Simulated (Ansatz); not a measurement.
# Which method gave which barrier?

Saddle point of ZnSiH₅Cl, closed shell (ZnSiH₃Cl ([SiH3][Zn][Cl]) + H₂ → SiH₄ + HCl + Zn; bonds formed: Si2–H4, Cl3–H5; bonds broken: Zn1–Si2, Zn1–Cl3, H4–H5), PBE0-D4/def2-TZVP structure:

```
8
angstrom
Zn -0.3524 -1.2569 -1.4317
Si 0.8025 -0.1800 0.6504
Cl -2.2139 0.4625 -1.7569
H -0.4053 0.8132 -0.0530
H -1.1948 0.8214 -0.6506
H -0.0641 -0.6217 1.7715
H 1.4927 1.1090 0.9400
H 1.9353 -1.1477 0.5303
```

Program: Ansatz 0.2.0. Basis: def2-TZVPP, with def2-QZVPP for the basis limit. Cores are frozen in the correlated methods. The 3s and 3p shells of Cu and Zn are frozen; filled d shells are correlated. Extrapolation: Hartree–Fock as exp(−7.88 √X), correlation as X^−2.97. Four methods, as single points on the PBE0-D4 structures, gave these electronic barriers from the start structure: 56.31, 62.58, 69.98, 89.44 kcal/mol.

Q: The methods were, in alphabetical order, BLYP-D4, CCSD(T), HF, PBE0-D4. Which gave which? (Judge from chemistry; the calculation decides.)

A: By the calculation: BLYP-D4 56.31; PBE0-D4 62.58; CCSD(T) 69.98; HF 89.44 kcal/mol. For comparison, CCSD(T) at an estimated basis limit (MP2 extrapolated from triple and quadruple zeta, plus CCSD(T) − MP2 in triple zeta) gives 70.08 kcal/mol.

The T1 diagnostic stays at or below 0.016. The restricted Hartree–Fock reference is unstable towards an unrestricted one at one or more of these structures.

Labels in which every atom is bracketed show which atoms are joined, not bond orders.

For scale, one of the runs: CCSD(T)/def2-TZVPP, 218 basis functions, launched by `ansatz run in.yaml --threads 4 --pin off --events-out ev --progress --plain --max-ram 9574MiB`. Time: 100 s of wall clock on 4 CPU threads of an Intel Xeon; the host was shared. Peak host memory: 3 GiB.
